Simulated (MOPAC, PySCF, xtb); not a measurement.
Bond stretch in N2 (cation, charge +1), doublet.

- PM7, unrestricted, heats of formation (MOPAC)
- AM1, unrestricted, heats of formation (MOPAC)
- GFN1-xTB (xtb)
- UCCSD(T) = PySCF with CCSD(T) on UHF/cc-pVTZ, 2 core orbitals frozen

Energies relative to the lowest point of each curve near equilibrium, in kJ/mol; the last columns give the difference from UCCSD(T):

| R / Å | PM7 | AM1 | GFN1-xTB | UCCSD(T) | PM7 − UCCSD(T) | AM1 − UCCSD(T) | GFN1-xTB − UCCSD(T) |
|---|---|---|---|---|---|---|---|
| 0.88 | 481.8 | 551.9 | 510.5 | 669.5 | -187.7 | -117.6 | -159.0 |
| 0.93 | 248.2 | 291.6 | 243.9 | 365.3 | -117.1 | -73.8 | -121.5 |
| 0.99 | 81.4 | 100.1 | 71.2 | 145.1 | -63.6 | -45.0 | -73.8 |
| 1.04 | 14.9 | 20.9 | 10.8 | 47.5 | -32.6 | -26.6 | -36.7 |
| 1.07 | 0.0 | 1.7 | 0.0 | 16.7 | -16.7 | -15.0 | -16.7 |
| 1.10 | 0.6 | 0.0 | 3.5 | 2.2 | -1.6 | -2.2 | 1.3 |
| 1.12 | 8.5 | 7.3 | 12.1 | 0.0 | 8.5 | 7.3 | 12.1 |
| 1.16 | 39.2 | 38.9 | 41.3 | 10.0 | 29.2 | 28.9 | 31.2 |
| 1.21 | 100.3 | 136.5 | 93.6 | 42.8 | 57.5 | 93.7 | 50.8 |
| 1.29 | — | 193.2 | 197.7 | — | — | — | — |

PM7 is furthest from UCCSD(T) at 0.88 (-187.7 kJ/mol, below); its mean absolute difference over the points is 57.2 kJ/mol.

AM1 is furthest from UCCSD(T) at 0.88 (-117.6 kJ/mol, below); its mean absolute difference over the points is 45.6 kJ/mol.

GFN1-xTB is furthest from UCCSD(T) at 0.88 (-159.0 kJ/mol, below); its mean absolute difference over the points is 55.9 kJ/mol.

A dash means that the run gave no value there, or that the column was ended at a point which the program doubted or which failed a test of continuity chosen for this set; such a test can also cut sound points.

The scan ran from 0.88 to 4.39 Å; beyond the distances shown one of the unrestricted levels run for this scan, shown here or not, changes its spin distribution in one step. The unrestricted determinant behind UCCSD(T) is spin-contaminated at 0.99 to 1.29 Å (<S²> up to 2.0, against 0.75 for a pure doublet).
